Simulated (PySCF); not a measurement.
Compound: C₄H₈OSi₂.
SMILES: `[SiH3]OC1=CC=C[SiH2]1`

Computed with PySCF 2.14.0, density-fitted response routines, TDDFT CAM-B3LYP/def2-SVPD, vertical, gas phase, core orbitals frozen in the response. Geometry: PBE0-D3(BJ)/def2-SVP, one conformer, isolated molecule. Torsions of this conformer, `[SiH3:1][O:2][C:3]1=[CH:4][CH:5]=[CH:6][SiH2:7]1`: Si1–O2–C3–C4 180°.

Computed states:

```json
{"state": "S1", "E (eV)": "4.02", "f": "0.095"}
{"state": "S2", "E (eV)": "5.39", "f": "0.0011"}
{"state": "S3", "E (eV)": "5.62", "f": "0.0005"}
{"state": "S4", "E (eV)": "5.83", "f": "0.0000"}
{"state": "S5", "E (eV)": "6.29", "f": "0.0002"}
{"state": "S6", "E (eV)": "6.48", "f": "0.0038"}
{"state": "S7", "E (eV)": "6.58", "f": "0.0052"}
{"state": "S8", "E (eV)": "6.66", "f": "0.0088"}
{"state": "S9", "E (eV)": "6.72", "f": "0.0078"}
{"state": "S10", "E (eV)": "7.06", "f": "0.011"}
```

Each state is given a Gaussian of 0.3 eV full width at half maximum, with ε(max) = 2.175×10⁸ f / Δν̃ (Δν̃ the width in cm⁻¹). The width is an assumption, not a result. The curve ends short of the highest state used, and states not computed would add to its high-energy end.

Task: Give the broadened spectrum and its maxima.

Result: 
| E (eV) | ε (L mol⁻¹ cm⁻¹) |
| --- | --- |
| 3.57 | 17 |
| 3.65 | 127 |
| 3.73 | 645 |
| 3.82 | 2499 |
| 3.90 | 5479 |
| 3.98 | 8100 |
| 4.07 | 7848 |
| 4.15 | 5019 |
| 4.23 | 2164 |
| 4.31 | 629 |
| 4.40 | 98 |
| 4.48 | 12 |
| 4.56 | 1 |
| 4.64 | 0 |
| 4.73 | 0 |
| 4.81 | 0 |
| 4.89 | 0 |
| 4.97 | 0 |
| 5.06 | 4 |
| 5.14 | 15 |
| 5.22 | 41 |
| 5.30 | 78 |
| 5.39 | 105 |
| 5.47 | 100 |
| 5.55 | 80 |
| 5.64 | 57 |
| 5.72 | 36 |
| 5.80 | 18 |
| 5.88 | 7 |
| 5.97 | 3 |
| 6.05 | 4 |
| 6.13 | 16 |
| 6.21 | 57 |
| 6.30 | 199 |
| 6.38 | 487 |
| 6.46 | 959 |

Maxima: 309 nm (4.02 eV), ε about 8500, made up of S1 (100%); 229 nm (5.41 eV), ε about 110, made up of S2 (89%) and S3 (11%) (ε in L mol⁻¹ cm⁻¹; maxima over ε = 5, shares over 10%). At its high-energy end, 6.46 eV, the curve is still rising (ε about 960, from S6, S7 and S8).

Task: On this curve, what absorbance would a 10⁻³ mol/L sample give at 280 nm over a 1 cm path?

Result: 280 nm is 4.428 eV, where ε is about 49 L mol⁻¹ cm⁻¹, so A = ε c l ≈ 0.049 (Beer–Lambert, with the gas-phase spectrum and the assumed width).

Task: What would ε be at 4.02 eV, the highest of these maxima, with half the width (0.15 eV)?

Result: About 17000 L mol⁻¹ cm⁻¹ against 8490, a factor of about 2.00; a lone state at its own centre would give exactly 2.

Task: Coming from long wavelengths, where does ε first pass 100 L mol⁻¹ cm⁻¹?

Result: At about 341 nm (3.64 eV), 0.38 eV below S1.

The vertical ionisation energy (ΔSCF) is 8.01 eV, 0.95 eV above S10.

Time: 1.7 min; peak memory 1.0 GiB. Hardware: one thread, Intel Xeon Platinum 8488C (x86_64), shared host.
